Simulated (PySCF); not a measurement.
## Polarisability and C₆ of S (sulfur, neutral)

[Ne] 3s2 3p4, high-spin 3P determinant. Calculation: PySCF 2.14, in dyall-av3z (19s12p3d2f, 84 functions); scalar relativity by spin-free X2C-1e. Coupled (time-dependent) response in atomic units; α is the mean over directions.

| method | mean α (bohr³) | α xx, yy, zz | C₆ (like pair) | S(−4) |
| --- | --- | --- | --- | --- |
| UHF | 18.85 | 17.73, 21.10, 17.73 | 128.9 | 96.46 |
| PBE | 20.54 | 19.05, 23.53, 19.05 | 142.8 | 128.0 |
| PBE0 | 19.73 | 18.42, 22.37, 18.42 | 136.0 | 112.2 |
| B97-3 | 19.89 | 18.55, 22.58, 18.55 | 137.3 | 114.5 |
| wB97X-V | 19.58 | 18.36, 22.03, 18.36 | 134.9 | 108.7 |

S(−4) is the Cauchy moment in α(ω) = α(0) + S(−4) ω² + …

Reference α: 19.4 ± 0.1 bohr³ (recommended; Schwerdtfeger and Nagle, table of static dipole polarizabilities (2023 update)). Published C₆: 134.0 (Chu and Dalgarno (2004); Tang, Norbeck and Certain (1976)).

α(iu) at B97-3:

| u (hartree) | α(iu) (bohr³) |
| --- | --- |
| 0 | 19.89 |
| 0.0500 | 19.61 |
| 0.100 | 18.84 |
| 0.200 | 16.39 |
| 0.300 | 13.66 |
| 0.500 | 9.189 |
| 0.750 | 5.782 |
| 1.00 | 3.874 |
| 1.50 | 2.039 |
| 2.00 | 1.246 |
| 3.00 | 0.6068 |
| 5.00 | 0.2432 |

A single London oscillator, α(iu) = α/(1 + u²/ω²), gives C₆ = (3/4) ω α². Matching the computed C₆ needs ω = 4 × 137.3 / (3 × 19.89²) = 0.463 hartree.

The components differ because the open shell of this determinant is not spherical; for a pure term their mean is the scalar polarisability.
